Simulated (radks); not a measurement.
The potassium ion K4+, [Ne] 3s2 3p3. All-electron calculation, non-relativistic Kohn-Sham, PBE, spin-polarised, spherical densities, point nucleus. Program: a radial shooting solver on a logarithmic mesh with Libxc functionals. Every spin shell is full or empty, so the densities are truly spherical. Functionals are evaluated on that one density, not self-consistently. Rank these orbital-free kinetic functionals by their error against the exact value of the orbitals, and give that value: Thomas-Fermi, TF + vW, TF + vW/9, TF + vW/5, LC94, revAPBEK, Thakkar, Pearson, DePristo-Kress, Ernzerhof.

Answer. Exact: 593.953 hartree. From best to worst, with 100 (|E| - |E exact|)/|E exact| (equal figures are ties): Ernzerhof +0.02, DePristo-Kress +0.06, Thakkar -0.12, LC94 +0.14, TF + vW/9 -0.56, revAPBEK +0.59, Pearson -1.45, TF + vW/5 +4.62, Thomas-Fermi -7.04, TF + vW +51.26.
